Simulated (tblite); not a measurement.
Compound: C4H11B2N.
Geometry (GFN2-xTB, Å), atoms numbered from 1 in this order:
```
atom  x, y, z in Å
B1    -1.841   -1.313    0.431
N2    -1.251   -0.180   -0.171
B3    -1.882    0.533   -1.216
C4    -0.023    0.359    0.404
C5     1.053   -0.637    0.878
C6     2.125    0.238    0.211
C7     1.016    0.971   -0.556
H8    -2.805   -1.770   -0.044
H9    -1.374   -1.772    1.403
H10   -1.452    1.564   -1.569
H11   -2.843    0.087   -1.706
H12   -0.285    1.063    1.202
H13    0.946   -1.603    0.391
H14    1.140   -0.784    1.952
H15    2.862   -0.285   -0.393
H16    2.640    0.882    0.920
H17    1.073    2.057   -0.581
H18    0.892    0.594   -1.569
```

Calculated harmonic vibrations of the isolated species, GFN2-xTB (tblite), most abundant isotopes, no scaling. The method is semi-empirical: single wavenumbers can be off by several per cent or more. Modes of hydrogen on boron can be 10 to 20 % off. One conformer, not necessarily the lowest.

Harmonic wavenumbers (cm⁻¹): 72.8, 127.0, 236.6, 270.9, 300.2, 389.3, 393.0, 449.3, 526.1, 629.2, 797.0, 819.3, 858.3, 862.7, 885.0, 888.9, 932.2, 986.5, 1006.5, 1032.4, 1078.7, 1086.1, 1125.2, 1168.9, 1184.8, 1196.6, 1204.1, 1231.2, 1243.8, 1247.4, 1259.2, 1302.1, 1310.9, 1361.2, 1471.5, 1473.5, 1494.1, 2623.4, 2628.5, 2662.4, 2673.6, 2904.8, 3000.5, 3012.3, 3016.8, 3021.5, 3022.2, 3026.2.

A = 5146, B = 2096, C = 1600 MHz; mass 95.108 u (most abundant isotopes); point group Cs, symmetry number 1.

**Question.** Zero-point energy?

**Answer.** ½Σν̃ = 32747 cm⁻¹ = 391.75 kJ/mol.

**Question.** Give the ideal-gas entropy at 298.15 K and 1 bar in the rigid-rotor, harmonic-oscillator model (classical rotation).

**Answer.** Translation 165.66, rotation 114.32, vibration 74.14: S = 354.1 J/(mol K).

**Question.** And Cp and H(298.15 K) − H(0)?

**Answer.** Cp = 132.14 J/(mol K), of which vibrations give 98.88 (their classical limit is 48 R = 399.1); H(298.15 K) − H(0) = 22.78 kJ/mol without the zero-point energy, 12.87 from vibrations.

**Question.** Blend soft modes into free rotors: weight 1/[1 + (100 cm⁻¹/ν̃)⁴] for the oscillator and the rest for a rotor with moment μB/(μ + B), μ = h/(8π²ν), B = 10⁻⁴⁴ kg m². What vibrational entropy results?

**Answer.** 70.84 J/(mol K) in place of 74.14, which changes −T·S at 298.15 K by +0.98 kJ/mol.

**Question.** What must be added to the electronic energy to get the Gibbs energy at 298.15 K and 1 bar?

**Answer.** ZPE + [H(298.15 K) − H(0)] − T·S = 391.75 + 22.78 − 105.58 = 308.95 kJ/mol.

Hindered rotation and anharmonicity are outside this model. Other conformers, if any are populated, would add a mixing term that is left out.
